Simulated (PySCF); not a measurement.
Spinor energies of W⁴⁵⁺ (tungsten, charge +45)

Start: [Ar] 3d10 4s1; 4s1/2 filled at m_j = +1/2. Calculated with PySCF 2.14 in an uncontracted even-tempered set (16 s from 6 bohr⁻², ratio 2.8; 13 p from 7.8 bohr⁻², ratio 2.8; 8 d from 14 bohr⁻², ratio 2.8; 4 f from 31 bohr⁻², ratio 3): generalised Hartree-Fock with the X2C-1e Hamiltonian and a Gaussian nucleus; one run each with spin-orbit coupling (SO) switched off, then screened by Boettger's factors.

| spinor shell | electrons | ε, spin-free (eV) | ε, screened SO (eV) | weight of nominal j (screened SO) | rms radius, screened SO (bohr) |
| --- | --- | --- | --- | --- | --- |
| 1s1/2 | 2 | -72187.8 | -72168.0 | 1.000 | 0.0208 |
| 2s1/2 | 2 | -14444.3 | -14438.5 | 1.000 | 0.0837 |
| 2p1/2 | 2 | -12921.8 | -13893.5 | 1.000 | 0.0711 |
| 2p3/2 | 4 | -12921.8 | -12529.3 | 1.000 | 0.0785 |
| 3s1/2 | 2 | -4987.7 | -4986.1 | 1.000 | 0.212 |
| 3p1/2 | 2 | -4526.9 | -4749.3 | 1.000 | 0.202 |
| 3p3/2 | 4 | -4526.9 | -4435.8 | 1.000 | 0.216 |
| 3d3/2 | 4 | -4013.9 | -4054.4 | 1.000 | 0.189 |
| 3d5/2 | 6 | -4013.9 | -3986.2 | 1.000 | 0.192 |
| 4s1/2 | 1 | -2397.6 | -2397.3 | 1.000 | 0.438 |

```tsv
quantity	spin-free	screened SO
E (hartree)	-14734.80562	-14753.11073
M_J	1/2	1/2
⟨J²⟩	0.750	0.750
⟨L²⟩	0.000	0.061
⟨S²⟩	0.750	0.812
```

Each row is a mean over spinors that exchange with the open shell spreads, by up to 5.806 eV (3s1/2).

Breit and QED terms are absent; they matter most for the inner s and p1/2 levels.

Densities and radii are taken from the X2C orbitals without a picture-change correction, which distorts them close to the nucleus.

Without spin-orbit coupling the j labels of p, d and f shells carry no meaning; the spin-free column gives the mean over the occupied spinors of each nl shell.
